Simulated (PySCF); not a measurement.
## TcOF₂: fields on a plane

These are results of UPBE0/[Tc def2-SVP with ECP28, O def2-SVP, F def2-SVP], scalar-relativistic core potentials, density fitting, no spin–orbit coupling, PySCF, not measurements.

The quartet minimum has Tc–F 1.847 Å (×2), Tc–O 1.665 Å; F–Tc–F 130.2°, F–Tc–O 114.9° (×2).

The plane holds Tc1 at (0.00, 0.00), O2 at (1.66, 0.00), F3 at (-0.78, 1.68), F4 at (-0.78, -1.68) Å. Columns run from x = -2.85 to 4.05 Å, rows from y = 4.05 (top) to -3.75 Å, in steps of 0.3 Å. Other isomers or separated fragments may lie lower. Core electrons replaced by a potential are absent, the electrostatic potential uses the reduced nuclear charge, and values within about 0.7 Å of such atoms have no physical meaning.

Q: Give the electrostatic potential (V) (cut at 20 V). Lower edges of the bins (V): '0' -0.93, '1' -0.80, '2' -0.61, '3' -0.30, '4' 0.19, '5' 0.97, '6' 2.21, '7' 4.17, '8' 7.28, '9' 12.20; top 20.0.

A: 
```
333322222333333333333333
333222222223333333333333
332222112222333333333333
322211001122333333333333
322100010112333333333333
322102454222333333333333
322126898533343333333333
332248999854444333222333
332259999966554332222223
333358999987665432122222
444457899999876542111222
444567899999987875200122
445567999999999997400122
455678999999999999510122
455678999999999999510122
445567999999999997400122
444567899999987875200122
444457899999876542111222
333358999987665432122222
332259999966554332222223
332248999854444333222333
322126898533343333333333
322102454222333333333333
322100010112333333333333
322211001122333333333333
332222112222333333333333
333222222223333333333333
```

Q: Give the electron density (e/Å³) (cut at 5 e/Å³). Lower edges of the bins (e/Å³): '0' 0.000, '1' 0.030, '2' 0.076, '3' 0.151, '4' 0.268, '5' 0.455, '6' 0.750, '7' 1.218, '8' 1.960, '9' 3.136; top 5.00.

A: 
```
000000000000000000000000
000000000000000000000000
000000000000000000000000
000000000000000000000000
000001121100000000000000
000013444210000000000000
000135787521000000000000
000147999741000000000000
000248999742100000000000
000147999742111110000000
000135787643333332100000
000023456776445654210000
000012369999778986310000
000002479669889997420000
000002479669889997420000
000012369999778986310000
000023456776445654210000
000135787643333332100000
000147999742111110000000
000248999742100000000000
000147999741000000000000
000135787521000000000000
000013444210000000000000
000001121100000000000000
000000000000000000000000
000000000000000000000000
000000000000000000000000
```

Other spin states or occupations of the open shell can lie lower.
